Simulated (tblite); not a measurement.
C₃H₈Si₂.
Bonds: Si1–C2, C2–C3 (double), C3–C4 (double), C4–Si5. Hydrogens: H6, H7, H8 on Si1; H9 on C2; H10 on C4; H11, H12, H13 on Si5.

Structure optimised with GFN2-xTB, isolated species.

Task: What internal coordinates does the optimisation give?

Result: 
```csv
bond,length (Å),order
"Si1–C2, C4–Si5",1.883,single
"C2=C3, C3=C4",1.297,double
Si1–H6 and 5 like bonds,1.466,single
"C2–H9, C4–H10",1.082,single
```

Bonds in one row agree within 0.01 Å and their mean is given. Orders are formal, as drawn. A selection of angles:
```csv
angle,degrees
C2–Si1–H6,107.1
C2–Si1–H7,110.3
H6–Si1–H7,109.7
Si1–C2–C3,123.3
Si1–C2–H9,117.5
C3–C2–H9,119.1
C2–C3–C4,175.6
```

Si1 (SiH3 silicon) is tetrahedral (angles from 107.1° to 110.5°).

GFN2-xTB frequencies show an imaginary mode (61i cm⁻¹), so the point is no minimum at that level. 2 starts were optimised and ended at 0.00 and 0.35 kcal/mol (GFN2-xTB); the lowest of these is shown.

On an Arm Neoverse V1 with one thread (shared host), this took 0.33 s wall. This is the geometry optimisation.

These are computed values.
